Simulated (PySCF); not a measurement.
Members of one series of related molecules.

All values: CAM-B3LYP/def2-SVPD (PySCF) at PBE0-D3(BJ)/def2-SVP geometries, gas phase, one conformer each. Core orbitals are frozen in the response; Δα² is half the sum of the squared differences of the principal polarisabilities. The calculation is non-relativistic, for germanium and bromine too.

Question: Rank by dipole moment, highest first.
A. Ge(SMe)2H2, `[H][Ge]([H])([S]C)[S]C`
B. GeH2(NHMe)2, `[H][Ge]([H])([NH]C)[NH]C`
C. Ge(OH)2H2, `[H][Ge]([H])([OH])[OH]`
D. GeBr2H2, `[H][Ge]([H])([Br])[Br]`
E. Ge(GeH3)2H2, `[H][Ge]([H])([GeH3])[GeH3]`
F. GeF2H2, `[H][Ge]([H])([F])[F]`

Answer: F (2.86 D), A (2.46 D), C (2.16 D), D (1.79 D), B (1.14 D), E (0.09 D).

Question: Rank by HOMO–LUMO gap, lowest first.
A. Ge(SMe)2H2, `[H][Ge]([H])([S]C)[S]C`
B. Ge(tBu)2H2, `[H][Ge]([H])([C](C)(C)C)[C](C)(C)C`
C. Ge(NH2)2H2, `[H][Ge]([H])([NH2])[NH2]`
D. GeF2H2, `[H][Ge]([H])([F])[F]`
E. Ge(eta1-allyl)2H2, `[H][Ge]([H])([CH2]C=C)[CH2]C=C`
F. Ge(OH)2H2, `[H][Ge]([H])([OH])[OH]`

Answer: A (8.68 eV), E (8.98 eV), C (9.27 eV), B (9.54 eV), F (10.48 eV), D (12.20 eV).

All values together:

| SMILES | formula | μ (D) | HOMO (eV) | LUMO (eV) | α (Å³) | Δα (Å³) | electrons | α per electron (Å³) | ΔSCF removal energy (eV) |
| --- | --- | --- | --- | --- | --- | --- | --- | --- | --- |
| [H][Ge]([H])([Br])[Br] | Br2GeH2 | 1.79 | -9.82 | -0.56 | 11.02 | 4.04 | 104 | 0.106 | – |
| [H][Ge]([H])([GeH3])[GeH3] | Ge3H8 | 0.09 | -9.01 | 0.52 | 15.45 | 5.49 | 104 | 0.149 | – |
| [H][Ge]([H])([F])[F] | F2GeH2 | 2.86 | -11.59 | 0.61 | 4.40 | 0.30 | 52 | 0.085 | – |
| [H][Ge]([H])([OH])[OH] | GeH4O2 | 2.16 | -9.88 | 0.60 | 5.82 | 0.30 | 52 | 0.112 | – |
| [H][Ge]([H])([C](C)(C)C)[C](C)(C)C | C8H20Ge | 0.71 | -8.48 | 1.06 | 19.33 | 4.17 | 100 | 0.193 | – |
| [H][Ge]([H])([SH])[SH] | GeH4S2 | 0.40 | -8.68 | 0.16 | 11.23 | 3.59 | 68 | 0.165 | – |
| [H][Ge]([H])([S]C)[S]C | C2H8GeS2 | 2.46 | -8.12 | 0.56 | 14.82 | 4.35 | 84 | 0.176 | – |
| [H][Ge]([H])([NH]C)[NH]C | C2H10GeN2 | 1.14 | -7.87 | 1.17 | 10.92 | 2.47 | 68 | 0.161 | 8.61 |
| [H][Ge]([H])([CH2]C=C)[CH2]C=C | C6H12Ge | 0.82 | -8.04 | 0.94 | 16.32 | 9.45 | 80 | 0.204 | – |
| [H][Ge]([H])([C]#C)[C]#C | C4H4Ge | 0.15 | -9.48 | 0.78 | 10.71 | 4.97 | 60 | 0.179 | – |
| [H][Ge]([H])([NH2])[NH2] | GeH6N2 | 2.03 | -8.41 | 0.86 | 7.31 | 1.12 | 52 | 0.141 | – |
| [H][Ge]([H])([Cl])[Cl] | Cl2GeH2 | 2.13 | -10.45 | -0.11 | 8.62 | 2.40 | 68 | 0.127 | – |

Conformers: `[H][Ge]([H])([OH])[OH]`; `[H][Ge]([H])([SH])[SH]`; `[H][Ge]([H])([S]C)[S]C`; `[H][Ge]([H])([NH]C)[NH]C`; `[H][Ge]([H])([CH2]C=C)[CH2]C=C`; `[H][Ge]([H])([NH2])[NH2]`.

A dash marks a removal energy that wasn't run or isn't settled.

How closely does the mean polarisability follow the number of electrons in this set?

The correlation coefficient is 0.79; α per electron runs from 0.085 to 0.204 Å³.
